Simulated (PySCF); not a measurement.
C2H5O2 (SMILES CC(O)=[OH+]), charge +1, singlet, geometry from GFN2-xTB; CCSD/def2-SVP (PySCF).

PySCF was given this input:
```python
from pyscf import gto, scf, cc

mol = gto.M(
    atom='''
C    -0.05075687    0.03312616   -0.00106988
O     0.11377432    1.30478316   -0.05777828
O    -1.23877575   -0.41055690    0.02708311
H    -1.95695509    0.25637179    0.00329567
C     1.04903561   -0.93384435    0.03298616
H     2.03083415   -0.46821058    0.00540150
H     0.96274621   -1.55815232    0.92681972
H     0.94995395   -1.63357894   -0.80169884
H     1.02375979    1.65406907   -0.07975445
''',
    basis='def2-svp',
    charge=1,
    verbose=4,
    max_memory=1800,
)

mf = scf.RHF(mol)
mf.kernel()

mycc = cc.CCSD(mf, frozen=4)
mycc.kernel()
print('E(CCSD) = %.10f' % mycc.e_tot)
```

It wrote (shortened):

```
PySCF version 2.14.0

[INPUT] verbose = 4
[INPUT] num. atoms = 9
[INPUT] num. electrons = 32
[INPUT] charge = 1
[INPUT] spin (= nelec alpha-beta = 2S) = 0
[INPUT] symmetry False subgroup None
[INPUT] Mole.unit = angstrom
[INPUT] Symbol           X                Y                Z      unit          X                Y                Z       unit  Magmom
[...]
nuclear repulsion = 131.027429317806
number of shells = 39
number of NR pGTOs = 131
number of NR cGTOs = 81
basis = def2-svp
ecp = {}

******** <class 'pyscf.scf.hf.RHF'> ********
method = RHF
initial guess = minao
damping factor = 0
level_shift factor = 0
DIIS = <class 'pyscf.scf.diis.CDIIS'>
diis_start_cycle = 1
diis_space = 8
diis_damp = 0
SCF conv_tol = 1e-09
SCF conv_tol_grad = None
SCF max_cycles = 50
direct_scf = True
direct_scf_tol = 1e-13
Set gradient conv threshold to 3.16228e-05
Initial guess from minao.
init E= -229.074121320417
[...]
cycle= 1 E= -227.834395954416  delta_E= 1.24  |g|= 0.723  |ddm|= 2.78
[...]
cycle= 2 E= -227.933400362245  delta_E= -0.099  |g|= 0.355  |ddm|= 0.817
[...]
cycle= 3 E= -227.958353667864  delta_E= -0.025  |g|= 0.0672  |ddm|= 0.307
[...]
cycle= 4 E= -227.959494530696  delta_E= -0.00114  |g|= 0.0167  |ddm|= 0.0811
[...]
cycle= 5 E= -227.959579160175  delta_E= -8.46e-05  |g|= 0.0036  |ddm|= 0.024
[...]
cycle= 6 E= -227.959585938362  delta_E= -6.78e-06  |g|= 0.000979  |ddm|= 0.00632
[...]
cycle= 7 E= -227.959586562021  delta_E= -6.24e-07  |g|= 0.000224  |ddm|= 0.00201
[...]
cycle= 8 E= -227.959586591418  delta_E= -2.94e-08  |g|= 6.36e-05  |ddm|= 0.000386
[...]
cycle= 9 E= -227.959586593002  delta_E= -1.58e-09  |g|= 2.21e-05  |ddm|= 8.89e-05
[...]
cycle= 10 E= -227.959586593181  delta_E= -1.79e-10  |g|= 7.63e-06  |ddm|= 2.87e-05
[...]
Extra cycle  E= -227.959586593205  delta_E= -2.47e-11  |g|= 4.73e-06  |ddm|= 9.85e-06
converged SCF energy = -227.959586593205

******** <class 'pyscf.cc.ccsd.CCSD'> ********
CC2 = 0
CCSD nocc = 12, nmo = 77
frozen orbitals 4
max_cycle = 50
direct = 0
conv_tol = 1e-07
conv_tol_normt = 1e-05
diis_space = 6
diis_start_cycle = 0
diis_start_energy_diff = 1e+09
Init t2, MP2 energy = -228.588586200692  E_corr(MP2) -0.628999607486137
Init E_corr(CCSD) = -0.628999607492619
cycle = 1  E_corr(CCSD) = -0.639929687986095  dE = -0.0109300805  norm(t1,t2) = 0.0666393
cycle = 2  E_corr(CCSD) = -0.656179564487331  dE = -0.0162498765  norm(t1,t2) = 0.0207883
cycle = 3  E_corr(CCSD) = -0.656907158049377  dE = -0.000727593562  norm(t1,t2) = 0.0118385
cycle = 4  E_corr(CCSD) = -0.65986765041958  dE = -0.00296049237  norm(t1,t2) = 0.00518688
cycle = 5  E_corr(CCSD) = -0.659694579116009  dE = 0.000173071304  norm(t1,t2) = 0.00112008
cycle = 6  E_corr(CCSD) = -0.659605777460468  dE = 8.88016555e-05  norm(t1,t2) = 0.000314227
cycle = 7  E_corr(CCSD) = -0.65960386810616  dE = 1.90935431e-06  norm(t1,t2) = 0.000118137
cycle = 8  E_corr(CCSD) = -0.659609699106293  dE = -5.83100013e-06  norm(t1,t2) = 3.7574e-05
cycle = 9  E_corr(CCSD) = -0.659609555801631  dE = 1.43304662e-07  norm(t1,t2) = 1.42595e-05
cycle = 10  E_corr(CCSD) = -0.659609512577065  dE = 4.32245653e-08  norm(t1,t2) = 6.1068e-06
CCSD converged
E(CCSD) = -228.6191961057824  E_corr = -0.6596095125770653
E(CCSD) = -228.6191961058
```
